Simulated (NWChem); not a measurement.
All runs are NWChem calculations. System: H5BO, charge 0, spin multiplicity 1, at a geometry optimised with PBE0/def2-SVP. The structure started from a generated list of species. Level: PBE0/aug-cc-pVDZ.

NWChem printed:

```
             Northwest Computational Chemistry Package (NWChem) 7.3.0
             --------------------------------------------------------

                                NWChem Input Module
                                -------------------

 Scaling coordinates for geometry "geometry" by  1.889725989
 (inverse scale =  0.529177249)

 Turning off AUTOSYM since
 SYMMETRY directive was detected!

                             Geometry "geometry" -> ""
                             -------------------------

 Output coordinates in angstroms (scale by  1.889725989 to convert to a.u.)

  No.       Tag          Charge          X              Y              Z
 ---- ---------------- ---------- -------------- -------------- --------------
    1 B                    5.0000    -0.87904900     0.26864600     0.00000000
    2 H                    1.0000    -0.99657500     0.90899600    -1.02825600
    3 H                    1.0000    -1.44560900    -0.81589300     0.00000000
    4 H                    1.0000    -0.99657500     0.90899600     1.02825600
    5 O                    8.0000     0.74763000    -0.12435800     0.00000000
    6 H                    1.0000     0.92648100    -0.67523000    -0.77393900
    7 H                    1.0000     0.92648100    -0.67523000     0.77393900

 Effective nuclear repulsion energy (a.u.)      38.2152445235

            Nuclear Dipole moment (a.u.)
            ----------------------------
        X                 Y               Z
 ---------------- ---------------- ----------------
    -0.0000037795     0.0000094486     0.0000000000

      Symmetry information
      --------------------

 Group name             Cs
 Group number              2
 Group order               2
 No. of unique centers     5

      Symmetry unique atoms

     1    2    3    5    6


 Summary of "ao basis" -> "" (spherical)
 ------------------------------------------------------------------------------
       Tag                 Description            Shells   Functions and Types
 ---------------- ------------------------------  ------  ---------------------
 *                        aug-cc-pvdz                 on all atoms

                                 NWChem DFT Module
                                 -----------------

 Summary of "ao basis" -> "ao basis" (spherical)
 ------------------------------------------------------------------------------
       Tag                 Description            Shells   Functions and Types
 ---------------- ------------------------------  ------  ---------------------
 B                        aug-cc-pvdz                9       23   4s3p2d
 H                        aug-cc-pvdz                5        9   3s2p
 O                        aug-cc-pvdz                9       23   4s3p2d

 Summary of "ao basis" -> "ao basis" (spherical)
 ------------------------------------------------------------------------------
       Tag                 Description            Shells   Functions and Types
 ---------------- ------------------------------  ------  ---------------------
 B                        aug-cc-pvdz                9       23   4s3p2d
 H                        aug-cc-pvdz                5        9   3s2p
 O                        aug-cc-pvdz                9       23   4s3p2d

      Symmetry analysis of basis
      --------------------------

        a'         57
        a"         34

            General Information
            -------------------
          SCF calculation type: DFT
          Wavefunction type:  closed shell.
          No. of atoms     :     7
          No. of electrons :    18
           Alpha electrons :     9
            Beta electrons :     9
          Charge           :     0
          Spin multiplicity:     1
          Use of symmetry is: on ; symmetry adaption is: on
          Maximum number of iterations: 100
          AO basis - number of functions:    91
                     number of shells:    43
          Convergence on energy requested:  1.00D-06
          Convergence on density requested:  1.00D-05
          Convergence on gradient requested:  5.00D-04

              XC Information
              --------------
                         PBE0 Method XC Functional
[...]
     1 a'          2 a'          3 a'          4 a'          5 a'
     6 a"          7 a'          8 a"          9 a'         10 a'
    11 a'         12 a"         13 a'         14 a'         15 a"
    16 a'         17 a'         18 a"         19 a'

------------------------------------------------------------
EAF file 0: "./mol.aoints.0" size=524288 bytes
------------------------------------------------------------
               write      read    awrite     aread      wait
               -----      ----    ------     -----      ----
     calls:        1         0         0         0         0
   data(b): 5.24e+05  0.00e+00  0.00e+00  0.00e+00
   time(s): 0.00e+00  0.00e+00  0.00e+00  0.00e+00  0.00e+00
rate(mb/s): 0.00e+00  0.00e+00
------------------------------------------------------------

   convergence    iter        energy       DeltaE   RMS-Dens  Diis-err    time
 ---------------- ----- ----------------- --------- --------- ---------  ------
 d= 0,ls=0.0,diis     1    -92.6198941852 -1.31D+02  2.09D+02  1.85D+01     1.2
 d= 0,ls=0.0,diis     2    -99.2683823571 -6.65D+00  7.30D-02  3.02D+01     1.5
 d= 0,ls=0.0,diis     3   -102.6388416301 -3.37D+00  2.64D-02  1.96D+00     1.8
 d= 0,ls=0.0,diis     4   -102.9308882574 -2.92D-01  6.88D-03  8.49D-02     2.0
 d= 0,ls=0.0,diis     5   -102.9383402132 -7.45D-03  3.18D-03  3.13D-02     2.2
  Resetting Diis
 d= 0,ls=0.0,diis     6   -102.9426103394 -4.27D-03  8.32D-04  6.18D-04     2.5
 d= 0,ls=0.0,diis     7   -102.9426986712 -8.83D-05  8.78D-05  1.43D-05     2.7
 d= 0,ls=0.0,diis     8   -102.9426982381  4.33D-07  3.50D-05  2.12D-05     3.0
 d= 0,ls=0.0,diis     9   -102.9427002055 -1.97D-06  7.50D-06  2.92D-07     3.3
 d= 0,ls=0.0,diis    10   -102.9427002382 -3.27D-08  1.89D-06  9.43D-09     3.5

         Total DFT energy =     -102.942700238182
      One electron energy =     -214.661699664361
           Coulomb energy =       87.857028778763
    Exchange-Corr. energy =      -14.353273876044
 Nuclear repulsion energy =       38.215244523460

 Numeric. integr. density =       18.000006458244

     Total iterative time =      3.2s

                  Occupations of the irreducible representations
                  ----------------------------------------------

                     irrep           alpha         beta
                     --------     --------     --------
                     a'                7.0          7.0
                     a"                2.0          2.0

                       DFT Final Molecular Orbital Analysis
                       ------------------------------------

 Vector    7  Occ=2.000000D+00  E=-4.063283D-01  Symmetry=a'
              MO Center= -4.7D-01,  2.5D-01,  1.4D-15, r^2= 2.2D+00
   Bfn.  Coefficient  Atom+Function         Bfn.  Coefficient  Atom+Function
  ----- ------------  ---------------      ----- ------------  ---------------
     3      0.994133  1 B  s                 55      0.410919  5 O  px
    58      0.265165  5 O  px                25     -0.248971  2 H  s
    43     -0.248971  4 H  s                 34     -0.205914  3 H  s
     2      0.202940  1 B  s                 24      0.193053  2 H  s
    42      0.193053  4 H  s                  5     -0.191742  1 B  px

 Vector    8  Occ=2.000000D+00  E=-3.045967D-01  Symmetry=a"
              MO Center= -9.2D-01,  6.2D-01, -1.5D-15, r^2= 1.7D+00
   Bfn.  Coefficient  Atom+Function         Bfn.  Coefficient  Atom+Function
  ----- ------------  ---------------      ----- ------------  ---------------
    10      0.516666  1 B  pz                 7      0.414367  1 B  pz
    24     -0.322485  2 H  s                 42      0.322485  4 H  s
    25      0.202142  2 H  s                 43     -0.202142  4 H  s
    20      0.082447  1 B  d -1              57     -0.072164  5 O  pz
    32      0.067263  2 H  pz                50      0.067263  4 H  pz

 Vector    9  Occ=2.000000D+00  E=-2.967342D-01  Symmetry=a'
              MO Center= -1.0D+00, -5.1D-02,  2.0D-15, r^2= 1.9D+00
   Bfn.  Coefficient  Atom+Function         Bfn.  Coefficient  Atom+Function
  ----- ------------  ---------------      ----- ------------  ---------------
     9      0.479696  1 B  py                 6      0.385148  1 B  py
    33     -0.370336  3 H  s                 34      0.270875  3 H  s
    24      0.184158  2 H  s                 42      0.184158  4 H  s
     3     -0.152116  1 B  s                 56     -0.149950  5 O  py
     8      0.116758  1 B  px                 5      0.107668  1 B  px

 Vector   10  Occ=0.000000D+00  E=-3.871162D-02  Symmetry=a'
              MO Center=  1.2D+00, -1.1D+00,  1.1D-14, r^2= 6.3D+00
   Bfn.  Coefficient  Atom+Function         Bfn.  Coefficient  Atom+Function
  ----- ------------  ---------------      ----- ------------  ---------------
     4      0.989801  1 B  s                 76     -0.627368  6 H  s
    85     -0.627368  7 H  s                 53      0.302528  5 O  s
    75     -0.224429  6 H  s                 84     -0.224429  7 H  s
    26     -0.203869  2 H  s                 44     -0.203869  4 H  s
    54      0.150266  5 O  s                 52      0.148935  5 O  s

 Vector   11  Occ=0.000000D+00  E= 1.343890D-02  Symmetry=a"
              MO Center=  8.5D-01, -1.1D+00, -1.5D-14, r^2= 1.2D+01
   Bfn.  Coefficient  Atom+Function         Bfn.  Coefficient  Atom+Function
  ----- ------------  ---------------      ----- ------------  ---------------
    76      1.731565  6 H  s                 85     -1.731565  7 H  s
    26     -1.081702  2 H  s                 44      1.081702  4 H  s
    13     -0.819064  1 B  pz                63      0.402253  5 O  pz
    75      0.335338  6 H  s                 84     -0.335338  7 H  s
    25     -0.192658  2 H  s                 43      0.192658  4 H  s

 Vector   12  Occ=0.000000D+00  E= 2.903426D-02  Symmetry=a'
              MO Center= -2.3D+00, -1.9D-02,  9.5D-16, r^2= 1.5D+01
   Bfn.  Coefficient  Atom+Function         Bfn.  Coefficient  Atom+Function
  ----- ------------  ---------------      ----- ------------  ---------------
     4      7.869185  1 B  s                 26     -2.657269  2 H  s
    44     -2.657269  4 H  s                 35     -2.519086  3 H  s
    54     -1.407492  5 O  s                  8      0.655278  1 B  px
    61      0.511625  5 O  px                34      0.466326  3 H  s
    11      0.347055  1 B  px                76     -0.336127  6 H  s

 center of mass
 --------------
 x =   0.04024070 y =   0.03641206 z =   0.00000000

 moments of inertia (a.u.)
 ------------------
          27.225411430983          21.420505284480           0.000000000000
          21.420505284480          95.024964853659           0.000000000000
           0.000000000000           0.000000000000          98.406344706446

     Multipole analysis of the density
     ---------------------------------

     L   x y z        total         alpha         beta         nuclear
     -   - - -        -----         -----         ----         -------
     0   0 0 0     -0.000000     -9.000000     -9.000000     18.000000

     1   1 0 0      1.442228      0.721116      0.721116     -0.000004
     1   0 1 0     -0.994032     -0.497021     -0.497021      0.000009
     1   0 0 1     -0.000000     -0.000000     -0.000000      0.000000

     2   2 0 0    -12.087684    -31.269990    -31.269990     50.452295
     2   1 1 0     -1.702105      5.948314      5.948314    -13.598734
     2   1 0 1      0.000000      0.000000      0.000000      0.000000
     2   0 2 0    -11.578009    -12.421672    -12.421672     13.265335
     2   0 1 1     -0.000000     -0.000000     -0.000000      0.000000
     2   0 0 2    -10.668146    -11.248798    -11.248798     11.829450

 Task  times  cpu:        3.5s     wall:        3.5s

 Total times  cpu:        3.6s     wall:        3.6s
```

### Question
Write an NWChem input that would produce this output.

### Answer
This is not unique; one that fits is 
```
start mol
memory heap 200 mb stack 900 mb global 1100 mb
geometry units angstroms nocenter noautoz
  B     -0.879049     0.268646     0.000000
  H     -0.996575     0.908996    -1.028256
  H     -1.445609    -0.815893     0.000000
  H     -0.996575     0.908996     1.028256
  O      0.747630    -0.124358     0.000000
  H      0.926481    -0.675230    -0.773939
  H      0.926481    -0.675230     0.773939
  symmetry group Cs
end
basis spherical
  * library aug-cc-pvdz
end
dft
  xc pbe0
  semidirect memsize 60000000 filesize 0
  iterations 100
end
task dft energy
```
